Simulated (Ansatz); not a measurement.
Reaction (ligand exchange at the Si–C bond): `O[SiH2]C([SiH3])Cl` + `[OH][Mg][SH]` → `[SiH3][O][Mg][SH]` + `O[SiH2]CCl`

Program: Ansatz. Geometries: PBE0-D4/def2-TZVP. ΔE: electronic, gas phase. CCSD(T)/CBS adds triple-zeta CCSD(T) − MP2 to the extrapolated MP2 energy (def2 sets, frozen cores). DFT in def2-TZVPP. For Mg outer-core shells are correlated without core-valence functions, which leaves a few kJ/mol of doubt a bond. Each species was taken in one conformer, which may not be the lowest.

```
         level  ΔE (kJ/mol)
           PBE       -112.0
CCSD/CBS(def2)       -125.9
```

Problem. What does CCSD(T)/CBS give? (Estimate.)

Solution. Ansatz gave: -121.9 kJ/mol. The listed levels differ from it by 9.9, -4.0 kJ/mol.

Largest T1 diagnostic among the species: 0.011.

The D4 term adds +9.1 kJ/mol with B3LYP and +5.0 kJ/mol with PBE0; it sums over pairs of atoms, weighted by their polarisabilities, and B3LYP, whose exchange is more repulsive, gets the larger term. In def2-TZVPP, CCSD(T) changes the Hartree–Fock value by +27.5 kJ/mol (the triples alone add +4.0 kJ/mol) and MP2 by +29.0 kJ/mol.

B3LYP here is the variant with VWN-RPA as its local correlation; programs differ in this.
